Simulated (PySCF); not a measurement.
Molecule: `NC1=CN=NC=C1`, C4H5N3.

Bonds (- single, = double, # triple, : aromatic): N1-C2, C2:C3, C3:C4, C4:N5, N5:N6, N6:C7, C7:C2. N1 carries H8, H9; C3 carries H10; C4 carries H11; C7 carries H12.

Frames of a GFN2-xTB Langevin trajectory at 300 K; GIAO PBE0/pcSseg-1 shieldings in PySCF 2.14.0 with density-fitted response routines, gas phase, non-relativistic; equivalent atoms averaged within each frame.

References, each an isolated molecule treated in the same way: 15N (σ = 267.73 ppm) vs NH3; TMS for 13C (σ = 186.93 ppm), 1H (σ = 31.72 ppm). The references are static minima.

How do the shifts (ppm) fluctuate along the trajectory?

## Answers


```tsv
time (fs)	N6	N5	N1	C4	C2	C7	C3	H11	H12	H10
250	437.3	432.0	77.0	156.1	142.9	140.8	106.8	9.29	8.34	5.84
425	488.2	443.6	75.8	156.2	146.3	142.1	115.9	9.33	9.20	6.96
625	474.4	430.4	73.7	152.9	149.5	139.5	114.2	8.90	9.09	6.80
800	467.7	423.1	76.1	148.1	151.7	140.7	114.1	8.64	8.95	6.67
1000	480.8	414.3	86.1	149.5	154.0	154.4	108.3	8.57	9.32	6.69
mean of frames	469.7	428.7	77.7	152.6	148.9	143.5	111.8	8.94	8.98	6.59
standard deviation	19.6	10.9	4.9	3.7	4.4	6.2	4.0	0.36	0.38	0.44
```

5 frames give an uncertainty of the mean of about the standard deviation over 2.2 at best, since frames this close in time may not be independent; classical motion lacks zero-point vibration, and the reference would need the same averaging.
